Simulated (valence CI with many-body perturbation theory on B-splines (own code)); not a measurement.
Results of a calculation; reference values are marked as such.
## Gd40+: magnetic and hyperfine properties of the levels

Level of theory: configuration interaction combined with many-body perturbation theory (CI+MBPT): six valence electrons over a frozen Dirac-Fock core [Ar], radial functions for each j: 7 s, 7 p, 8 d, 6 f, 4 g, 1 h, with the one-electron correlation potential Σ1 (screened to all orders), the two-electron term Σ2, the three-electron term Σ3, Breit, model QED; selected single and double excitations, second order for the rest, scaled by the run's own slope (own B-spline code, finite nucleus).

The last digits are not significant, and no measured levels were compared; by estimate large intervals hold to a few tenths of a per cent, small ones and those within an open d or f shell to about a per cent. Core correlation moves these levels by up to 9300 cm⁻¹, and in measured spectra 5 to 20 % of such shifts remained as error; rates that hang on mixing are uncertain with them. Among the levels kept, up to 990 cm⁻¹ of a level comes from second order outside the variational space, and about a tenth of that is noise between levels of different J, which matters for small intervals. Only levels of the ground parity were solved; by the run's estimate the other parity begins above the list, which can be wrong where configurations are misplaced.

A/g_I is the dipole constant over the nuclear g factor μ/I (μ in nuclear magnetons, uniformly magnetised nucleus), B/Q the quadrupole constant per barn. Both hold the static response of the core; the bare values leave it out. Large factors of s and p1/2 electrons are usually good to 5 to 10 %; those of open d and f shells near neutrality can be off by tens of per cent, and small factors of p3/2, d and f electrons come from cancelling terms and can be off by a factor of two or in sign, in half-filled shells by more. B is blank for J = 1/2, where it vanishes, and for nearly pure S terms. Energies count from the lowest level. Levels with J = 0 are left out.

Levels are named by their leading jj configuration (3d3/2^4 stands for four electrons in 3d with j = 3/2), which in mixed levels can hold well under half, so a name can repeat and another be missing. Letters in brackets count levels of one name in rising energy.

| Level | E (cm⁻¹) | g | A/g_I (MHz) | A/g_I bare | B/Q (MHz/b) | B/Q bare |
| --- | --- | --- | --- | --- | --- | --- |
| (3d3/2^4 3d5/2^2) J=4 | 0 | 1.284 | 21000 | 21600 | 39200 | 39700 |
| (3d3/2^4 3d5/2^2) J=2 | 48649 | 1.308 | 20600 | 21300 | -19600 | -19800 |
| (3d3/2^3 3d5/2^3) J=3 [a] | 229330 | 1.380 | 12800 | 13700 | 4210 | 4240 |
| (3d3/2^3 3d5/2^3) J=4 [a] | 249710 | 1.158 | 23800 | 24200 | 31600 | 32100 |
| (3d3/2^3 3d5/2^3) J=1 [a] | 259930 | 1.340 | 20000 | 20800 | -14800 | -15000 |
| (3d3/2^3 3d5/2^3) J=5 | 301300 | 1.124 | 28200 | 28500 | 17400 | 17700 |
| (3d3/2^3 3d5/2^3) J=6 | 301630 | 1.109 | 31200 | 31500 | -34600 | -35100 |
| (3d3/2^3 3d5/2^3) J=2 [a] | 341940 | 0.949 | 38600 | 38600 | -28700 | -29000 |
| (3d3/2^3 3d5/2^3) J=3 [b] | 349990 | 1.049 | 34500 | 34700 | 14900 | 15100 |
| (3d3/2^3 3d5/2^3) J=2 [b] | 429470 | 1.127 | 29300 | 29600 | 41100 | 41700 |
| (3d3/2^3 3d5/2^3) J=4 [b] | 433550 | 1.038 | 35200 | 35300 | -22000 | -22300 |
| (3d3/2^3 3d5/2^3) J=1 [b] | 438070 | 1.085 | 21200 | 21500 | 28800 | 29200 |
| (3d3/2^3 3d5/2^3) J=3 [c] | 459740 | 1.065 | 34400 | 34700 | -46000 | -46600 |
| (3d3/2^2 3d5/2^4) J=2 [a] | 506260 | 1.434 | 4180 | 5120 | -1610 | -1620 |
| (3d3/2^2 3d5/2^4) J=4 [a] | 548470 | 1.089 | 30100 | 30400 | 4240 | 4350 |
| (3d3/2^2 3d5/2^4) J=3 [a] | 574320 | 1.202 | 20900 | 21300 | -20200 | -20500 |
| (3d3/2^2 3d5/2^4) J=5 | 574790 | 1.093 | 32000 | 32300 | -27400 | -27700 |
| (3d3/2^2 3d5/2^4) J=6 | 599800 | 1.042 | 34800 | 34900 | -40300 | -40800 |
| (3d3/2^2 3d5/2^4) J=3 [b] | 614870 | 0.947 | 40400 | 40400 | 2380 | 2420 |
| (3d3/2^2 3d5/2^4) J=1 | 643540 | 1.053 | 35900 | 36100 | -13200 | -13400 |
| (3d3/2^2 3d5/2^4) J=4 [b] | 655240 | 1.051 | 35800 | 35900 | -1850 | -1900 |
| (3d3/2^2 3d5/2^4) J=2 [b] | 659960 | 1.048 | 34700 | 34900 | -25400 | -25800 |
| (3d3/2^2 3d5/2^4) J=2 [c] | 732830 | 0.839 | 47700 | 47500 | -6030 | -6090 |
| (3d3/2^2 3d5/2^4) J=4 [c] | 757990 | 1.156 | 25900 | 26300 | -38600 | -39200 |
| (3d3/2 3d5/2^5) J=1 | 818260 | 1.494 | -3580 | -2520 | -8620 | -8730 |
| (3d3/2^2 3d5/2^4) J=2 [d] | 886340 | 1.016 | 35700 | 35900 | 48300 | 49000 |
| (3d3/2 3d5/2^5) J=4 | 908160 | 1.021 | 35900 | 36100 | -21600 | -21800 |
| (3d3/2 3d5/2^5) J=2 | 945480 | 1.217 | 24000 | 24500 | -48800 | -49500 |
| (3d3/2 3d5/2^5) J=3 | 957530 | 1.061 | 33100 | 33300 | -45400 | -46000 |

(1) Take the isotope of mass number 155, with I = 3/2, μ = -0.2591 μN and Q = 1.27 b. What is the hyperfine structure of (3d3/2^3 3d5/2^3) J=3 [a]?

Results:

(1) From the table A = -2210 MHz, B = 5340 MHz. Shifts from the centre of gravity in MHz: F = 3/2: 16500, F = 5/2: 6930, F = 7/2: -2670, F = 9/2: -8610.
